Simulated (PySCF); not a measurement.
# Spin–spin coupling constants

Bonds (- single, = double, # triple, : aromatic): C1-C2 1.521 Å, C2-Ge3 1.959 Å, Ge3-Se4 2.367 Å, Se4-Ge5 2.353 Å. C1 carries H6, H7, H8; C2 carries H9, H10; Ge3 carries H11, H12; Ge5 carries H13, H14, H15.

Couplings: B3LYP/pcJ-1 (pcSseg-1 on Ge, pcSseg-1 on Se) (without the spin–dipole term) in PySCF 2.14, geometry PBE0-D3(BJ)/def2-SVP; gas phase, one conformer, non-relativistic. Couplings are averaged over pairs made equivalent by symmetry, fast rotation or ring inversion, so a value needn't be that of the named pair in this geometry, while other rotamers aren't included; one pair stands for each set, and the list holds those of at least 1.5 Hz over up to four bonds.

Isotopes: ¹³C, ¹H.

```csv
pair,bonds,J (Hz)
"C1, C2",1,?
"C1, H6",1,134.3
"C2, H9",1,?
"C1, H9",2,-3.5
"C2, H6",2,?
"C2, H11",2,10.6
"H6, H7",2,-13.8
"H9, H10",2,-14.3
"H11, H12",2,18.2
"H13, H14",2,17.5
"C1, H11",3,3.2
"H6, H9",3,?
"H9, H11",3,3.7
```

Question: Estimate the withheld couplings, with signs.

Answer: 
- ¹J(C1,C2) = 36.9 Hz (bond length 1.521 Å)
- ¹J(C2,H9) = 135.1 Hz (bond length 1.103 Å, sp3 carbon)
- ²J(C2,H6) = -3.1 Hz
- ³J(H6,H9) = 9.5 Hz (mean over equivalent pairs that range from 4.6 to 18.8 Hz in this conformer)

Relativistic effects of the heavier atoms present are left out.
